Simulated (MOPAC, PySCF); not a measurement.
C3H6Si, SMILES `C[Si]1=CC1`, neutral singlet in the gas phase. 

Cartesian coordinates (Å):
SMILES: C[Si]1=CC1
```xyz
10

C      1.9253    -0.3562     0.1239
Si     0.1177     0.0908     0.2139
C     -1.1417     1.1348     0.4822
C     -1.6830    -0.3006     0.0595
H      2.1491    -1.1714     0.8132
H      2.5258     0.5134     0.3918
H      2.1876    -0.6744    -0.8859
H     -1.6959     2.0250     0.7237
H     -2.1727    -0.3833    -0.9112
H     -2.2122    -0.8781     0.8181
```
Charge 0, spin multiplicity 1.

All levels are single points at this geometry (B3LYP-D3(BJ)/def2-TZVP); Pople sets use spherical d functions. Orbital energies aren't observables, and empty levels follow the basis.

HF/6-31G* in PySCF gives HOMO (eV) = -7.51.

**Question.** Estimate the HOMO (eV) from each of these levels: B3LYP-D3(BJ)/def2-TZVP in PySCF; PBE-D3(BJ)/def2-TZVP in PySCF; B3LYP/3-21G in PySCF; B3LYP/LANL2DZ in PySCF; BP86/6-31G* in PySCF; M06-2X/6-31G* in PySCF; SVWN5/6-31G* in PySCF; PM6 in MOPAC.

**Answer.** 
```
level                            HOMO (eV)
-------------------------------  ---------
B3LYP-D3(BJ)/def2-TZVP in PySCF      -5.40
PBE-D3(BJ)/def2-TZVP in PySCF        -4.64
B3LYP/3-21G in PySCF                 -5.33
B3LYP/LANL2DZ in PySCF               -5.48
BP86/6-31G* in PySCF                 -4.54
M06-2X/6-31G* in PySCF               -6.52
SVWN5/6-31G* in PySCF                -4.53
PM6 in MOPAC                         -7.44
```
